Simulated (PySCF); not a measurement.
F2HOS, SMILES [OH+]=S(F)F, charge +1.

Coordinates come from a B3LYP-D3(BJ)/def2-SVP optimisation. The isomer is the one that the SMILES or the coordinates give; other isomers of the formula were not compared.

The numbers are results of SMD-M06-2X/def2-SVP run with PySCF, not measurements.

Solvation free energies are E(SMD) − E(gas) at the gas-phase geometry, for 1 M in both phases.

Computed solvation free energies in water, 2-propanol, dimethylsulfoxide:
```tsv
solvent	ΔG(solv) (kcal/mol)	its non-electrostatic (CDS) part
water	-67.7	2.4
2-propanol	-66.4	0.1
dimethylsulfoxide	-62.9	-0.3
```
